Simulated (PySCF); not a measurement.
## Unknown compound

An unknown has the formula C6H10FNSi2. Its calculated NMR data are:

$^{1}$H NMR (400 MHz, computed): δ 6.32 (br s, 1H), 5.91 (br s, 1H), 5.48 (m, 1H), 4.81 (d, 2H), 4.65 (m, 2H), 2.19 (s, 3H).

$^{13}$C{$^{1}$H} NMR (computed): δ 192.7 (C), 147.6 (C), 140.6 (CH2), 123.1 (C), 115.6 (CH), 27.3 (CH3).

PySCF 2.14 calculation with NMR shieldings at PBE0/pcSseg-1/GIAO and geometry from GFN2-xTB; single conformer, non-relativistic, averaged over atoms made equivalent by symmetry, fast rotation or ring inversion, no solvent model.

Referencing at the same level of theory: $^{1}$H (σref 31.72) and $^{13}$C (σref 186.93) vs TMS.

Task: Deduce the structure.

Result: 
Rings plus π bonds: 4 (no ring in the answer). 6 carbon signals for 6 carbons: no two carbons are equivalent. Carbon types of the structure: 3 × C, 1 × CH, 1 × CH2, 1 × CH3, leaving 4 H on heteroatoms. δC 192.7, 147.6: fully substituted alkene carbon. δC 140.6: terminal =CH2 carbon; as expected for a trigonal carbon in a double bond. δC 123.1: nitrile carbon; typical of a nitrile. δC 115.6: alkene CH; as expected for a trigonal carbon in a double bond. δC 27.3: allylic methyl carbon; saturated and bonded to C and H only. δH 6.32, 5.91: hydrogen on a terminal =CH2 carbon; a vinylic proton, deshielded by the sp2 carbon and the C=C anisotropy. δH 5.48: hydrogen on an alkene CH; olefinic region.

The compound is `C(/[SiH2]C(=C)C)(F)=C\[SiH2]C#N`.

This is the structure that produced the data.

Splittings by $^{19}$F in the carbon and heteronuclear signals aren't shown, as no couplings were computed. Shifts are as computed. Against solution values, carbons near 30 ppm lie about +3 ppm off and those near 130 ppm about +5 ppm. Of 1309 compounds with measured shifts, 239 miss one by over three times the rms of a fit or turn the order of signals round; such compounds aren't used in these exercises. Multiplicities follow the n + 1 count of equivalent neighbours, as no J values were calculated; m marks all less simple cases, F and P coupling included.
